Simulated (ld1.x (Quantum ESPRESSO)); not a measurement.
# How hard is this He TM potential?

He (Z = 2), norm-conserving Troullier–Martins (Kleinman–Bylander form), made with ld1.x (Quantum ESPRESSO) 7.5 (revPBE, non-relativistic). Core none, reference 1s1 (charge +1). Waves: 1s (bound): rc 0.40 bohr; 2p channel at 0.3 Ry: rc 0.40 bohr. Local part: all-electron potential smoothed inside 0.35 bohr (lloc = -1). Core correction: none.

The pseudo-atom Hamiltonian at the reference potential is diagonalised in spherical Bessel functions j_l(qr) that vanish at 20 bohr, with q² up to the cutoff. All-electron valence levels (Ry): 1s -2.8869.

Task: How do the lowest levels (Ry) of each channel move with the cutoff, and are there ghosts?

Result:

| cutoff (Ry) | s #1 | s #2 | p #1 | p #2 | d #1 | d #2 | f #1 | Σ f·Δε (mRy) |
| --- | --- | --- | --- | --- | --- | --- | --- | --- |
| 8 | -2.0255 | -0.3558 | -0.3760 | -0.1321 | -0.1133 | -0.0208 | -0.0403 | 861.0 |
| 18 | -2.4128 | -0.3995 | -0.3816 | -0.1333 | -0.1133 | -0.0208 | -0.0403 | 473.7 |
| 35 | -2.6334 | -0.4225 | -0.3830 | -0.1336 | -0.1133 | -0.0208 | -0.0403 | 253.1 |
| 55 | -2.7467 | -0.4335 | -0.3832 | -0.1337 | -0.1133 | -0.0208 | -0.0403 | 139.8 |
| 90 | -2.8216 | -0.4406 | -0.3834 | -0.1337 | -0.1133 | -0.0208 | -0.0403 | 64.9 |
| 140 | -2.8613 | -0.4442 | -0.3834 | -0.1337 | -0.1133 | -0.0208 | -0.0403 | 25.2 |
| 230 | -2.8816 | -0.4460 | -0.3834 | -0.1337 | -0.1133 | -0.0208 | -0.0403 | 4.9 |
| 400 | -2.8865 | -0.4464 | -0.3834 | -0.1337 | -0.1133 | -0.0208 | -0.0403 | 0.0 |

Result: no extra level below or beside the all-electron valence levels (s, p, d, f tested); 10 mRy is reached at 200 Ry and 1 mRy at over 300 Ry.
